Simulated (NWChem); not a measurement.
System: CH7BP2; SMILES B(P)(P)C

Here is an NWChem input.

```
start job
memory heap 200 mb stack 900 mb global 1100 mb
geometry units angstroms noautoz
  B      0.346141    -0.006841    -0.013918
  C      1.921599    -0.001303     0.079043
  H      2.348196    -0.924116     0.489988
  H      2.333398     0.849532     0.634873
  H      2.306107     0.085987    -0.950202
  P     -0.592783    -1.678092    -0.031720
  H      0.247902    -2.423892    -0.899418
  H     -1.633398    -1.428236    -0.962833
  P     -0.620318     1.629444     0.238117
  H     -1.657901     1.516628    -0.722596
  H      0.206755     2.519813    -0.496093
end
basis spherical
  * library def2-svpd
end
dft
  xc hfexch
  iterations 150
  mulliken
end
task dft energy
```

Parts of the log:

```
             Northwest Computational Chemistry Package (NWChem) 7.3.0
             --------------------------------------------------------

 CS  symmetry detected

                             Geometry "geometry" -> ""
                             -------------------------

 Output coordinates in angstroms (scale by  1.889725989 to convert to a.u.)

  No.       Tag          Charge          X              Y              Z
 ---- ---------------- ---------- -------------- -------------- --------------
    1 B                    5.0000     0.36215337    -0.03111863     0.00000000
    2 C                    6.0000     1.93868643     0.04157139     0.00000000
    3 H                    1.0000     2.36386742     0.52105734    -0.88980866
    4 H                    1.0000     2.36386742     0.52105734     0.88980866
    5 H                    1.0000     2.31039085    -0.99604464     0.00000000
    6 P                   15.0000    -0.58903511     0.09881788    -1.65931948
    7 H                    1.0000     0.23485245    -0.71562416    -2.48015036
    8 H                    1.0000    -1.63983139    -0.83659662    -1.47737421
    9 P                   15.0000    -0.58903511     0.09881788     1.65931948
   10 H                    1.0000    -1.63983139    -0.83659662     1.47737421
   11 H                    1.0000     0.23485245    -0.71562416     2.48015036

 Effective nuclear repulsion energy (a.u.)     186.7737694991

      Symmetry information
      --------------------

 Group name             Cs
 Group number              2
 Group order               2
 No. of unique centers     7

  xc_inp: hfexch multiplicative factor not found.

                                 NWChem DFT Module
                                 -----------------

 Summary of "ao basis" -> "ao basis" (spherical)
 ------------------------------------------------------------------------------
       Tag                 Description            Shells   Functions and Types
 ---------------- ------------------------------  ------  ---------------------
 B                         def2-svpd                 8       20   4s2p2d
 C                         def2-svpd                 8       20   4s2p2d
 H                         def2-svpd                 4        8   2s2p
 P                         def2-svpd                10       24   5s3p2d

      Symmetry analysis of basis
      --------------------------

        a'         82
        a"         62

            General Information
            -------------------
          SCF calculation type: DFT
          Wavefunction type:  closed shell.
          No. of atoms     :    11
          No. of electrons :    48
           Alpha electrons :    24
            Beta electrons :    24
          Charge           :     0
          Spin multiplicity:     1
          Use of symmetry is: on ; symmetry adaption is: on
          Maximum number of iterations: 150
          AO basis - number of functions:   144
                     number of shells:    64
          Convergence on energy requested:  1.00D-06
          Convergence on density requested:  1.00D-05
          Convergence on gradient requested:  5.00D-04

              XC Information
              --------------
                     Hartree-Fock (Exact) Exchange  1.000

      Superposition of Atomic Density Guess
      -------------------------------------

 Sum of atomic energies:        -746.70033012

      Non-variational initial energy
      ------------------------------

 Total energy =    -748.569028
 1-e energy   =   -1400.205608
 2-e energy   =     464.862811
 HOMO         =      -0.256055
 LUMO         =      -0.014010

      Symmetry analysis of molecular orbitals - initial
      -------------------------------------------------

  Numbering of irreducible representations:

     1 a'          2 a"

  Orbital symmetries:

     1 a"          2 a'          3 a'          4 a'          5 a'
     6 a"          7 a'          8 a"          9 a'         10 a"
    11 a'         12 a"         13 a'         14 a'         15 a"
    16 a'         17 a"         18 a'         19 a'         20 a"
    21 a'         22 a"         23 a'         24 a"         25 a'
    26 a'         27 a'         28 a'         29 a"         30 a'
    31 a"         32 a'         33 a"         34 a'

     ---------------------------------------------
      Total Density - Mulliken Population Analysis
     ---------------------------------------------

    Atom       Charge   Shell Charges
 -----------   ------   -------------------------------------------------------
    1 B    5     5.19   1.99  0.97  0.05  0.02  1.26  0.39  0.06  0.45
    2 C    6     6.24   1.99  1.00 -0.19  0.02  2.14  1.22  0.02  0.04
    3 H    1     0.91   0.67  0.14  0.03  0.07
    4 H    1     0.91   0.67  0.14  0.03  0.07
    5 H    1     0.87   0.66  0.11  0.03  0.07
    6 P   15    15.55   2.00  1.99  1.19  0.32  0.13  5.93  1.44  2.41  0.07  0.08
    7 H    1     0.68   0.65 -0.03  0.02  0.05
    8 H    1     0.70   0.65 -0.01  0.02  0.05
    9 P   15    15.55   2.00  1.99  1.19  0.32  0.13  5.93  1.44  2.41  0.07  0.08
   10 H    1     0.70   0.65 -0.01  0.02  0.05
   11 H    1     0.68   0.65 -0.03  0.02  0.05

   convergence    iter        energy       DeltaE   RMS-Dens  Diis-err
 ---------------- ----- ----------------- --------- --------- ---------
 d= 0,ls=0.0,diis     1   -747.7950763818 -9.35D+02  4.19D-03  2.24D-01
 d= 0,ls=0.0,diis     2   -747.8457197229 -5.06D-02  1.75D-03  2.24D-02
 d= 0,ls=0.0,diis     3   -747.8516703598 -5.95D-03  6.85D-04  3.50D-03
 d= 0,ls=0.0,diis     4   -747.8526719955 -1.00D-03  2.15D-04  1.33D-04
 d= 0,ls=0.0,diis     5   -747.8527414969 -6.95D-05  6.07D-05  1.19D-05
  Resetting Diis
 d= 0,ls=0.0,diis     6   -747.8527481855 -6.69D-06  2.31D-05  1.74D-06
 d= 0,ls=0.0,diis     7   -747.8527490667 -8.81D-07  4.67D-06  1.08D-07

[...]
```

Level: Hartree-Fock/def2-SVPD. Structure relaxed at the B3LYP/6-31G* (spherical d) level.
